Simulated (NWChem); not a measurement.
System: BHIF; SMILES IBF

The following NWChem deck was run.

```
start job
memory heap 200 mb stack 900 mb global 1100 mb
geometry units angstroms noautosym nocenter noautoz
  B     -0.572127    -1.445294     0.000000
  F      0.339636    -2.383663     0.000000
  H     -1.741536    -1.728811     0.000000
  I      0.032726     0.591979     0.000000
end
basis spherical
  B library def2-svpd
  F library def2-svpd
  H library def2-svpd
  I library def2-svpd
end
ecp
  I library def2-ecp
end
dft
  xc b3lyp
  iterations 150
end
property
  response 1 0.0773
end
task dft property
```

Coordinates come from a PBE0/def2-SVP optimisation. def2 effective core potentials on I; no spin-orbit coupling.

Field at 589 nm.

Q: Give the results of this calculation. (B3LYP/def2-SVPD with def2 effective core potentials on I.) Quantities: isotropic polarisability (bohr³); anisotropy (bohr³).

A: 
```json
{
  "isotropic polarisability (bohr³)": "52.5",
  "anisotropy (bohr³)": "21.3"
}
```
